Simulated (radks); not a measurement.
Q: Bi, configuration [Hg] 6p3. Calculated with a radial shooting solver on a logarithmic mesh with Libxc functionals: Dirac Kohn-Sham, PBEsol, spin-unpolarised, spherical densities, point nucleus; open shells are shared between the two j in proportion to 2j + 1; speed of light set to 102.777 atomic units (0.75 times the physical value, a model run). Some entries of the table are withheld. Estimate them.

orbital,occ.,eigenvalue (hartree),<r^2> (bohr^2)
1s1/2,2,-3765.663,0.0002595
2s1/2,2,-720.8091,0.003788
2p1/2,2,(1),(2)
2p3/2,4,(3),(4)
3s1/2,2,-174.4081,0.02617
3p1/2,2,-161.2620,0.02345
3p3/2,4,-115.8265,0.03550
3d3/2,4,-97.75217,0.02691
3d5/2,6,-90.49574,0.02997
4s1/2,2,-40.94742,0.1279
4p1/2,2,-35.37866,0.1288
4p3/2,4,-24.00038,0.1879
4d3/2,4,-16.28973,0.1949
4d5/2,6,-14.70582,0.2141
5s1/2,2,-7.40358,(5)
5p1/2,2,(6),0.6965
4f5/2,6,-5.07748,0.2383
4f7/2,8,-4.74250,0.2505
5p3/2,4,(7),1.058
5d3/2,4,-0.96636,1.724
5d5/2,6,-0.77692,1.986
6s1/2,2,-0.71611,(8)
6p1/2,1,(9),6.418
6p3/2,2,(10),12.95

A: 
(1) 2p1/2 eigenvalue (hartree): -689.2639
(2) 2p1/2 <r^2> (bohr^2): 0.002505
(3) 2p3/2 eigenvalue (hartree): -488.8547
(4) 2p3/2 <r^2> (bohr^2): 0.004655
(5) 5s1/2 <r^2> (bohr^2): 0.6157
(6) 5p1/2 eigenvalue (hartree): -5.44381
(7) 5p3/2 eigenvalue (hartree): -3.21967
(8) 6s1/2 <r^2> (bohr^2): 4.044
(9) 6p1/2 eigenvalue (hartree): -0.30822
(10) 6p3/2 eigenvalue (hartree): -0.12877
